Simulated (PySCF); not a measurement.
fulvene (C6H6), SMILES C=C1C=CC=C1.

Geometry optimised at PBE0-D3(BJ)/def2-SVP.

Two levels are set side by side: TDA-PBE/def2-SVPD (PySCF) and TDA-PBE0/def2-SVPD (PySCF). Vertical, same geometry. The lowest singlet is HOMO→LUMO 95 % with PBE and HOMO→LUMO 97 % with the other functional; states are paired by order. Differences are taken from unrounded values.

```
quantity                               TDA-PBE
-------------------------------------  -------
lowest singlet excitation (eV)            3.12
lowest triplet excitation (TDA) (eV)      2.11
first bright state (f over 0.05) (eV)     5.43
its oscillator strength                   0.28
```

Problem. These are the TDA-PBE values. What does TDA-PBE0 give? (The exact figures need the calculation; the answer reports its results.)

Solution. 
| quantity | TDA-PBE0 | TDA-PBE minus TDA-PBE0 |
|---|---|---|
| lowest singlet excitation (eV) | 3.48 | -0.36 |
| lowest triplet excitation (TDA) (eV) | 2.20 | -0.09 |
| first bright state (f over 0.05) (eV) | 5.71 | -0.28 |
| its oscillator strength | 0.44 | -0.16 |

A lower first singlet is the usual sign of a functional without exact exchange. Differences between two approximate levels are no errors against the true value.

Rough cost on one machine, each run with all the roots and properties that it gave: TDA-PBE0 against TDA-PBE about 2 times.
